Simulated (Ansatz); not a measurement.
```xyz
7

O     0.769    1.372   -0.684
B    -0.207    0.440   -0.563
Ga   -0.039   -1.033    0.925
H     0.614    2.007   -1.389
H    -1.145    0.493   -1.324
H     0.651   -2.429    0.663
H    -0.642   -0.850    2.372
```

Charge 0, multiplicity 1.

List the ωB97M-V/def2-TZVPP orbital energies in eV (Ansatz 0.2.0). (Estimate.)

Computed: Occupied: -10153.10, -1256.65, -1110.85, -1110.73, -1110.72, -527.04, -188.51, -153.94, -106.49, -106.16, -106.13, -31.91, -25.54, -25.41, -25.39, -25.24, -25.20, -18.77, -15.72, -14.82, -13.36, -12.76, -10.36, -9.25. Lowest empty: 0.12, 1.10, 2.18, 3.20, 3.59, 3.64, 4.47, 5.15.
